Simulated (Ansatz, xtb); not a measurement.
**Isomers of C3H9NSi2 in order of energy**

4 gas-phase structures of C3H9NSi2, from a drawn sample of its isomers (lower ones may exist). Each was relaxed with GFN2-xTB; where two conformers were screened, the lower at r2SCAN-D4/def2-SVP is listed:

A. `C#C[Si@@H](C)N[SiH3]`, a singlet
B. `C#C[SiH2]N[SiH2]C`, a singlet
C. `C#CN([SiH3])[SiH2]C`, a singlet
D. `C#C[SiH2]N(C)[SiH3]`, a singlet

Question: Which do you expect lowest at r2SCAN-D4/def2-SVP, and how would the others follow?

Answer: Calculated order at r2SCAN-D4/def2-SVP: B (0.0), A (0.0), C (71.5), D (79.2) kJ/mol. Less than 1 kcal/mol parts B and A, so the order within that pair means little.

Energies above the lowest of each column, in kJ/mol; the last columns are at B3LYP-D3(BJ)/def2-SVP geometries:

```tsv
structure	GFN2-xTB	HF/STO-3G	r2SCAN-D4/def2-SVP	B3LYP-D3(BJ)/def2-SVP	CCSD(T)/def2-SVP + ΔMP2/def2-TZVPP
B	37.3	0.4	0.0	1.3	2.0
A	38.3	0.0	0.0	0.0	0.0
C	0.0	44.7	71.5	65.1	92.7
D	27.2	60.7	79.2	73.3	83.7
```

CCSD(T)/def2-SVP + ΔMP2/def2-TZVPP puts A lowest, with B within 1 kcal/mol; GFN2-xTB picks C. CCSD(T)/def2-SVP + ΔMP2/def2-TZVPP orders those it was run on as A (0.0), B (2.0), D (83.7), C (92.7) kJ/mol. Less than 1 kcal/mol parts A and B, so the order within that pair means little. Flexible structures stand in one conformer each, not always the lowest. C keeps a small imaginary mode. The ΔMP2 step shifts differences by up to 20.0 kJ/mol, which makes them less sure. ΔMP2 is the change of the MP2 energy from the smaller to the larger basis.

Over these structures GFN2-xTB departs from r2SCAN-D4/def2-SVP by 49.8 kJ/mol on average once a common shift is removed. A GFN2-xTB relaxation took about 1.3 s and the r2SCAN-D4/def2-SVP energy about 9.9 s on a shared host (Ansatz 0.2.0, xtb 6.7.1).
